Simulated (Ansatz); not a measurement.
Input file for Ansatz (a first-principles code): U-CCSD(T)/aug-cc-pV(T+d)Z on HS2 (SMILES [S]S), 2S+1 = 2, atoms moved off the minimum. Files ending in .json are basis or fitting sets from the Basis Set Exchange.

Ansatz 0.2 input:
```yaml
crystal:
  periodic: [false, false, false]
  atoms:
    - {symbol: S, position_ang: [0.99738687, -0.50090853, -0.03639467]}
    - {symbol: S, position_ang: [-0.88555997, 0.43165989, -0.01275904]}
    - {symbol: H, position_ang: [-1.61973793, -0.46387780, -0.05514427]}
basis:
  gaussian:
    orbitals: aug-cc-pV_T+d_Z.json
magnetization: {spin_polarized: true, initial_magnetization: 1}
correlation: {method: ccsd_t, electrons: outside_noble_gas}
scf: {omitted_lower_state_checks: [cluster_reference]}
output: {forces: true}
```

Problem. What total energy does the run end on?

Solution. -796.0356 hartree (reference determinant -795.6485, T1 diagnostic 0.030).

Problem. How many basis functions does it have, and what does it roughly cost on one machine?

Solution. 133 functions; around 4 core-minutes (rough).
